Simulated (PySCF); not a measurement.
**Ionisation energy of Cr by level of theory**

Cr [Ar] 3d5 4s1 (7S) → Cr⁺ [Ar] 3d5 (6S), as a difference of total energies. Calculation: PySCF 2.14, in Sapporo-DKH3-DZP-2012 (6s5p3d1f, 43 functions); scalar relativity by spin-free X2C-1e. Correlated levels: valence: [Ar] frozen. The calculations carry no spin-orbit coupling.

```tsv
method	ionisation energy (eV)
UHF	6.013
B3LYP	7.109
MN15	6.712
MP2 (valence)	6.448
SCS-MP2 (valence)	6.158
```

Errors of the correlated levels include the incompleteness of this basis and the frozen core.

Q: Which method comes closest to the reference value, and which is furthest?

A: The reference is 6.767 eV (measured; NIST Atomic Spectra Database, ionization energies). Closest: MN15 (error -0.055 eV); furthest: UHF (error -0.754 eV).
